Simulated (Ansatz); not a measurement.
Potential energy curve for SLi (cation, charge +1), lowest triplet found (which spin is the ground state isn't settled by this scan).

Levels of theory: UKS-PBE = unrestricted PBE/aug-cc-pVDZ (Ansatz, a quantum-chemistry and plane-wave program); FCI = Ansatz with full CI/aug-cc-pVDZ, frozen core.

Energies relative to the lowest point of each curve between 2.12 and 3.12 Å, where full CI is lowest, in eV; the last columns give the error against full CI:

```
R / Å  UKS-PBE    FCI  UKS-PBE − FCI
-----  -------  -----  -------------
1.66     2.951  3.188         -0.237
1.81     1.557  1.721         -0.163
1.93     0.886  1.005         -0.119
2.03     0.523  0.612         -0.089
2.12     0.304  0.371         -0.067
2.20     0.173  0.222         -0.049
2.27     0.095  0.130         -0.035
2.35     0.039  0.061         -0.022
2.40     0.018  0.032         -0.014
2.51     0.000  0.001         -0.001
2.61     0.009  0.000          0.009
2.76     0.050  0.031          0.019
2.95     0.127  0.101          0.027
3.12     0.204  0.174          0.031
3.39     0.323  0.289          0.034
3.70     0.441  0.403          0.038
4.14     0.567  0.522          0.045
4.61     0.658  0.605          0.053
5.13     0.719  0.660          0.059
5.77     0.762  0.699          0.063
6.69     0.794  0.729          0.065
7.92     0.813  0.748          0.065
```

UKS-PBE is furthest from FCI at 1.66 (-0.237 eV, below); its mean absolute error over the points is 0.059 eV.
